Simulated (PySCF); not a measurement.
C2H2ClF3, SMILES FC(F)[C@H](F)Cl. Atoms are numbered in the order given.

```xyz
8

F      1.4565    -1.4305     0.6534
C      0.9768    -0.1855     0.3656
F      1.4832     0.2107    -0.8263
C     -0.5548    -0.2714     0.2941
F     -0.9249    -1.0614    -0.7451
Cl    -1.2357     1.3787     0.1118
H      1.2978     0.5244     1.1625
H     -0.9554    -0.6894     1.2420
```

The structure is a stationary point at PBE-D3(BJ)/def2-SVP. The values are those of a single conformer.

These are KT2/pcSseg-1 (PySCF) values and carry that method's errors.

GIAO shieldings, no solvent; atoms listed in one row are averaged. δ = σ(ref) − σ: ¹⁹F against CFCl3 (σ = 127.1 ppm); ¹³C against TMS (σ = 185.1 ppm); ³⁵Cl against HCl (σ = 945.4 ppm); ¹H against TMS (σ = 31.47 ppm), references at their B3LYP-D3(BJ)/def2-TZVP geometries, non-relativistic (without spin–orbit terms, shifts of atoms bonded to Cl or Br come out too high).

Estimate the chemical shifts. (The exact figures need the calculation; the answer reports its results.)


| nucleus | atoms | count | δ (ppm) |
|---|---|---|---|
| ¹⁹F | F1 | 1 | -156.0 |
| ¹⁹F | F3 | 1 | -184.2 |
| ¹⁹F | F5 | 1 | -201.8 |
| ¹³C | C2 | 1 | 122.5 |
| ¹³C | C4 | 1 | 110.1 |
| ³⁵Cl | Cl6 | 1 | 236.0 |
| ¹H | H8 | 1 | 6.69 |
| ¹H | H7 | 1 | 6.30 |
